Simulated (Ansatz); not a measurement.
C3H9Si, doublet, at a GFN2-xTB geometry; BHLYP/STO-3G (Ansatz, a first-principles code).

Input for Ansatz:
Ansatz 0.2 input:
```yaml
crystal:
  periodic: [false, false, false]
  atoms:
    - {symbol: C, position_ang: [-0.13352534, 1.76236055, 0.40437073]}
    - {symbol: Si, position_ang: [-0.04296491, 0.08718825, -0.37167303]}
    - {symbol: C, position_ang: [-1.45281697, -1.00671932, 0.29446193]}
    - {symbol: C, position_ang: [1.64697942, -0.70454999, 0.00593458]}
    - {symbol: H, position_ang: [-1.06258640, 2.21666558, 0.70102766]}
    - {symbol: H, position_ang: [0.73610479, 2.37082006, 0.58047603]}
    - {symbol: H, position_ang: [-0.19112017, 0.18138377, -1.84124855]}
    - {symbol: H, position_ang: [-1.44497636, -1.98782097, -0.17092914]}
    - {symbol: H, position_ang: [-2.41954284, -0.55618343, 0.09263256]}
    - {symbol: H, position_ang: [-1.37510223, -1.15129058, 1.36815365]}
    - {symbol: H, position_ang: [2.45658772, -0.07859418, -0.35605198]}
    - {symbol: H, position_ang: [1.74466322, -1.67479907, -0.47189922]}
    - {symbol: H, position_ang: [1.79365848, -0.84736411, 1.07265799]}
basis:
  gaussian:
    orbitals: STO-3G
hamiltonian:
  xc: {name: BHLYP}
magnetization: {spin_polarized: true, initial_magnetization: 1}
```

The log (banner, timings and long lists left out):

```
Functional definition: BHLYP
425 factors; integrals over basis functions are off by at most 3.9e-5 eV
mean field evaluation 1: about -11002.5541 eV, gradient 9.0e0 eV
mean field evaluation 2: about -11003.1199 eV, gradient 3.4e0 eV
mean field evaluation 4: about -11003.2016 eV, gradient 2.5e-1 eV
mean field evaluation 8: about -11003.2021 eV, gradient 4.0e-3 eV
mean field -11003.20208549 eV, -404.3602184036 hartree, gradient 2.9e-5 eV, S^2 0.756253; 0 other end points of the search recorded, 0 dependent functions left out
reference -11003.20222589 eV, -404.3602235631 hartree; 21, 20 occupied and 12, 13 virtual orbitals, 425 factors
Total energy: -11003.20222589 eV, -404.3602235631 hartree
```
